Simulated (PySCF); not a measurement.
Si(F)2(Br)(NH2) (BrF2H2NSi), SMILES N[Si](F)(F)Br.

Geometry: PBE0-D3(BJ)/def2-SVP. This is a generated structure with no PubChem entry under its InChIKey; it may be hypothetical. One conformer was computed; it need not be the lowest.

Two levels are set side by side: PBE/def2-TZVP (PySCF) and PBE0/def2-TZVP (PySCF). Same geometry, gas phase. Differences are taken from unrounded values.

```
quantity                      PBE0
---------------------------  -----
orbital gap (eV)              8.53
highest occupied level (eV)  -8.36
lowest empty level (eV)       0.16
dipole moment (D)             2.89
mean polarisability (bohr³)   47.3
```

What does PBE give, and how far is it from PBE0? (An estimate is asked for; the answer gives what the named calculation found.)


```csv
quantity,PBE,PBE minus PBE0
orbital gap (eV),6.14,-2.38
highest occupied level (eV),-6.91,1.45
lowest empty level (eV),-0.77,-0.93
dipole moment (D),2.82,-0.07
mean polarisability (bohr³),49.5,2.2
```

PBE's occupied levels lie high since its potential decays too fast outside the molecule; exact exchange lowers them and widens the gap. PBE's more diffuse valence density responds more strongly to a field. Differences between two approximate levels are no errors against the true value.

Rough cost on one machine, each run with all the roots and properties that it gave: PBE0 against PBE within a factor of 2.
